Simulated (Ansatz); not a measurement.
# One elementary step

Start structure (GaH₄SF, singlet), relaxed at PBE0-D4/def2-TZVP:

```
7
angstrom
Ga -0.9403 -0.5700 -0.0964
F 0.2870 -1.6222 0.6669
H -1.1365 -0.8491 -1.6219
H -1.9374 0.0659 0.9258
H 1.7419 0.4846 -0.6848
S 0.8147 1.3476 -0.2348
H 1.1706 1.1432 1.0452
```

The step: GaH₂F ([F][GaH2]) + H₂S → GaH₃S ([SH][GaH2]) + HF; bonds formed: F2–H5; dative contacts that become bonds: Ga1–S6; bonds broken: Ga1–F2, H5–S6. Program: Ansatz 0.2.0. Basis: def2-TZVPP and def2-QZVPP. Cores are frozen in the correlated methods. Filled d shells of the heavier atoms are correlated. The def2 sets are not built for correlating such inner shells, so the correlated values are less sure here. Extrapolation: Hartree–Fock as exp(−7.88 √X), correlation as X^−2.97. Energies below are by CCSD(T) at an estimated basis limit (MP2 extrapolated from triple and quadruple zeta, plus CCSD(T) − MP2 in triple zeta).

Question: What are the electronic barrier and the energy of the step, from the start structure to the end structure? (Judge from chemistry; the value comes from the calculation.)

Answer: The calculation gives: Barrier 0.405 eV; step energy 0.103 eV (uphill); reverse barrier, their difference, 0.303 eV. Barrier and step energy count from the start structure, the reverse barrier from the end structure.

The saddle point: One imaginary mode of 689i cm⁻¹.
```
  pair  start (Å)  saddle (Å)  end (Å)
Ga1–S6       2.60        2.43     2.27
 F2–H5       2.90        1.25     0.96
Ga1–F2       1.79        1.96     2.29
 H5–S6       1.34        1.56     2.15
```

Zero-point energy (harmonic, PBE0-D4): ZPE is 0.915 eV at the start and 0.861 eV at the saddle, so the barrier goes from 0.405 to 0.351 eV.

No T1 diagnostic of these runs exceeds 0.014.

Exchanges of this kind with a chalcogen hydride build sulfide and selenide films.

Labels in which every atom is bracketed show which atoms are joined, not bond orders.

For scale, one of the runs: CCSD(T)/def2-TZVPP, 177 basis functions (an equivalent command: `ansatz run in.yaml --threads 2`). Time: 2.7 min of wall clock on 2 CPU threads; the host was shared. Peak host memory: 1.6 GiB.
